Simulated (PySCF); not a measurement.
TPSS on Nb⁺ (niobium, charge +1), [Kr] 4d4, high-spin 5D determinant. Calculation: PySCF 2.14, in aug-cc-pVDZ-PP with ECP28MDF (5s5p4d2f, 54 functions); scalar relativity through the core potential.

```
cycle= 1 E= -56.3695592979717  delta_E= -0.00332  |g|= 0.0163  |ddm|= 0.35
cycle= 2 E= -56.3708907219873  delta_E= -0.00133  |g|= 0.0122  |ddm|= 0.32
cycle= 3 E= -56.3712917768447  delta_E= -0.000401  |g|= 0.0162  |ddm|= 0.24
cycle= 4 E= -56.3714051402885  delta_E= -0.000113  |g|= 0.00828  |ddm|= 0.0334
cycle= 5 E= -56.3710959858161  delta_E= 0.000309  |g|= 0.0239  |ddm|= 0.0723
cycle= 6 E= -56.3714387545569  delta_E= -0.000343  |g|= 0.00334  |ddm|= 0.0799
cycle= 7 E= -56.3714452931155  delta_E= -6.54e-06  |g|= 4.96e-05  |ddm|= 0.0145
cycle= 8 E= -56.3714452947561  delta_E= -1.64e-09  |g|= 7.29e-06  |ddm|= 0.000385
cycle= 9 E= -56.3714452947865  delta_E= -3.04e-11  |g|= 2.67e-07  |ddm|= 3.54e-05
converged SCF energy = -56.3714452947865  <S^2> = 6.0006278  2S+1 = 5.0002511
```

Highest occupied orbital energy: -10.251 eV; ⟨L²⟩ = 8.07; populations by l: s 2.34, p 6.00, d 3.66, f 0.00.

Task: Can this result be used?

Result: Not for this state. The calculation finished and met its thresholds. ⟨L²⟩ = 8.07 against 6 for a pure D term, so this real determinant mixes terms. Energies and moments cover only the electrons outside the core potential. The s, p, d and f populations moved away from the nominal configuration during the SCF.
